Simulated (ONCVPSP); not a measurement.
**Cutoff test, gadolinium, ONCV**

```json
{
 "Element": "Gd",
 "Generator": "ONCVPSP 4.0.1",
 "Type": "optimised norm-conserving Vanderbilt (ONCV)",
 "Functional": "PBE",
 "Relativity": "scalar-relativistic",
 "Frozen core": "[Kr]",
 "Valence charge": "28",
 "Reference configuration": "4d10 4f7 5s2 5p6 5d2 6s1",
 "Partial waves": "5s+6s: rc 2.05 bohr, ncon 3, nbas 8, qcut 7.1 1/bohr, 2 projectors; 5p: rc 2.15 bohr, ncon 4, nbas 8, qcut 6.5 1/bohr, 1 projector; 4d+5d: rc 1.25 bohr, ncon 4, nbas 9, qcut 10.3 1/bohr, 2 projectors; 4f: rc 1.25 bohr, ncon 4, nbas 9, qcut 14.5 1/bohr, local",
 "Local potential": "the f channel",
 "Core correction": "Teter function, fcfact 5.75, rcfact 1.45"
}
```

**Question.** For each optimised wave give the share of its norm inside rc, the residual kinetic energy above qcut (Ha) and the cutoffs (Ha) for errors of 10, 1, 0.1 and 0.01 mHa per electron.

**Answer.**

| wave | norm inside rc | residual KE | 10 mHa | 1 mHa | 0.1 mHa | 0.01 mHa |
| --- | --- | --- | --- | --- | --- | --- |
| 5s | 0.932 | 5.0e-08 | 11.7 | 15.4 | 18.2 | 20.7 |
| 6s | 0.047 | 1.4e-08 | 8.2 | 13.0 | 16.7 | 19.5 |
| 5p | 0.859 | 4.5e-07 | 5.3 | 12.2 | 15.7 | 18.3 |
| 4d | 0.982 | 1.4e-03 | 46.7 | 59.9 | 190.2 | 249.3 |
| 5d | 0.049 | 7.2e-04 | 42.0 | 51.9 | 116.4 | 239.6 |
| 4f | 0.832 | 3.9e-06 | 75.2 | 85.7 | 93.8 | 101.5 |

The occupied waves need 86 Ha and 190 Ha for 1 and 0.1 mHa. Note: ghosts flagged at negative energy: s at -497.1 eV, p at -180.4 eV; no localised positive-energy state flagged. A true bound ghost makes a file unfit for plane-wave use.
